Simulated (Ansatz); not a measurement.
```xyz
9

F     2.461   -0.556   -0.192
Si    1.059   -1.157    0.257
O    -0.120   -0.197   -0.320
Si   -1.077    1.091   -0.322
F    -0.780    1.982    0.950
F    -2.577    0.610   -0.214
H     0.915   -2.490   -0.356
H     1.025   -1.174    1.733
H    -0.907    1.891   -1.536
```

The species carries charge 0 and has multiplicity 1.

(1) List the ωB97M-V/def2-TZVPP orbital energies in eV (Ansatz). (Estimate.)

Results:

(1) The calculation gave: Occupied: -1809.36, -1808.77, -677.96, -677.93, -677.74, -527.04, -150.17, -149.65, -104.34, -104.32, -104.26, -103.82, -103.78, -103.72, -36.86, -36.35, -36.33, -31.68, -20.33, -18.42, -17.14, -17.05, -16.64, -15.94, -15.90, -15.69, -15.35, -14.95, -14.38, -14.09, -13.74, -12.91, -11.90. Lowest empty: 2.03, 2.24, 2.85, 2.92, 3.66, 3.89, 4.48, 4.91.
